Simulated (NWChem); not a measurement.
# C2H4F2Si; SMILES F/C=C(\[SiH3])F

```xyz
9

F      0.6272    -1.8772     0.6844
C     -0.4588    -1.3124     0.1725
C     -0.4825    -0.0222    -0.1729
F     -1.6361     0.4509    -0.6835
Si     0.9128     1.2381    -0.0345
H     -1.3137    -1.9871     0.0622
H      2.1181     0.5819     0.5409
H      0.4611     2.3599     0.8395
H      1.2099     1.7761    -1.3943
```
Atoms are numbered in this order, from 1.

All runs: NWChem. Coordinates come from a PBE0/def2-SVP optimisation. Level: M06-2X/def2-SVP with SMD (1 M gas to 1 M solution), gas-phase geometry. Reactions with the solvent are ignored.

For solvent 1,4-dioxane:

```yaml
solvation free energy (kcal/mol): 0.5
cavity-dispersion-structure term (kcal/mol): 1.8
```

Question: How do the values read with solvent benzene instead?

Answer: The solvation free energy (kcal/mol) is -0.8 and the cavity-dispersion-structure term (kcal/mol) comes out as 0.6.
